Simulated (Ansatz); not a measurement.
The cluster Ga4P4. The state is a singlet with charge 0. Geometry PBE0-D4/def2-SVP; atoms count from 1.

Cartesian coordinates in Å:
```
Ga -2.2310 0.5201 1.0924
Ga 2.1468 0.9975 1.2922
Ga 1.7037 -1.0077 -1.3758
Ga -2.3225 1.3852 -1.5517
P -0.1150 -0.7296 0.9384
P 1.8024 -1.5216 1.2293
P 0.0172 1.1336 -0.4939
P -1.0017 -0.7776 -1.1309
```

The structure comes from a short search, and lower isomers may exist.

Estimate the Mulliken populations from the PBE0/def2-TZVP orbitals of Ansatz.


```
atom  charge (e)
 Ga1        0.20
 Ga2        0.24
 Ga3        0.24
 Ga4        0.16
  P5        0.01
  P6       -0.35
  P7       -0.28
  P8       -0.22
```
Mulliken values and Mayer orders depend strongly on the basis.

And the Mayer bond orders between bonded heavy atoms (over 0.3)?

Ga1–Ga4 0.33 (2.78 Å); Ga1–P5 0.51 (2.46 Å); Ga2–P6 0.66 (2.54 Å); Ga2–P7 0.34 (2.78 Å); Ga3–P6 0.54 (2.66 Å); Ga3–P8 0.35 (2.73 Å); Ga4–P7 0.47 (2.58 Å); Ga4–P8 0.51 (2.57 Å); P5–P6 1.31 (2.09 Å); P5–P7 0.76 (2.35 Å); P5–P8 0.87 (2.25 Å); P7–P8 0.94 (2.26 Å). Values over 0.3 also appear between atoms too far apart for a bond (Ga1–P7 0.33 at 2.82 Å; Ga1–P8 0.35 at 2.85 Å); they arise where an orbital or an unpaired electron spreads over both atoms.
